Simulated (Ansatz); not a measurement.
Calculated with Ansatz (gas phase, PBE0-D4/def2-TZVP geometries, no zero-point term in ΔE). CBS: MP2 limit from def2 TZ/QZ plus the TZ coupled-cluster correction, frozen cores. This one scheme is used for every species. DFT in def2-TZVPP. Each species was taken in one conformer, which may not be the lowest.

Consider the cleavage of the Al–Si bond: `[CH3][AlH][SiH3]` + `N=C=O` → `[CH3][AlH][N]=C=O` + SiH₄.

Task: Is it downhill or uphill in electronic energy at CCSD(T)/CBS, and by how much? (An estimate is asked.)

Result: Computed: Downhill: ΔE = -152.3 kJ/mol.

Task: What do these levels give: PBE-D4, r2SCAN0-D4, B2PLYP, revPBE, BLYP, r2SCAN, PBE0, r2SCAN0, LC-ωPBE, HF/def2-TZVPP, MP2/def2-TZVPP, SCS-MP2/def2-QZVPP? (An estimate is asked.)

Result: Computed: PBE-D4 -128.1, r2SCAN0-D4 -151.9, B2PLYP -158.9, revPBE -127.7, BLYP -148.2, r2SCAN -148.0, PBE0 -137.2, r2SCAN0 -152.0, LC-ωPBE -146.1, HF/def2-TZVPP -177.8, MP2/def2-TZVPP -164.1, SCS-MP2/def2-QZVPP -165.4 kJ/mol.

Largest T1 diagnostic among the species: 0.018.

At CCSD(T), def2-SVP lies −8.6 kJ/mol from the extrapolated value and def2-TZVPP −0.6 kJ/mol. From PBE to PBE0 (25 % exact exchange), in def2-TZVPP and without D4, ΔE moves by −8.8 kJ/mol. In def2-TZVPP, CCSD(T) changes the Hartree–Fock value by +24.9 kJ/mol (the triples alone add +3.3 kJ/mol) and MP2 by +13.7 kJ/mol.
